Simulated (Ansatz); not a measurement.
Basis-set extrapolation for `OC1CCCCC1` (PBE0-D4/def2-TZVP geometry, frozen core, the Gaussian-basis code of Ansatz). Multiplicity 1, RHF reference.

```json
{"": "HF", "def2-TZVPP": "-309.183977", "def2-QZVPP": "-309.198203"}
{"": "MP2 correlation", "def2-TZVPP": "-1.273743", "def2-QZVPP": "-1.357525"}
{"": "CCSD(T) correlation", "def2-TZVPP": "-1.385870", "def2-QZVPP": "not run"}
```

Energies in hartree. Use E(X) = E(∞) + A·exp(−7.88·√X) for Hartree–Fock and E(X) = E(∞) + B·X^(−2.97) for correlation, with X = 3 and 4, and add CCSD(T) minus MP2 of the smaller set to the MP2 limit.

Task: What is the CCSD(T) energy at the basis-set limit?

Result: HF limit: -309.198203 + (-0.014226) × 0.13774 = -309.20016. MP2 limit: -1.357525 + (-0.083782) × 0.74074 = -1.41959. Higher-order term: -1.385870 − (-1.273743) = -0.11213. Total: -310.73188 hartree, 425.4 kJ/mol below CCSD(T)/def2-TZVPP.
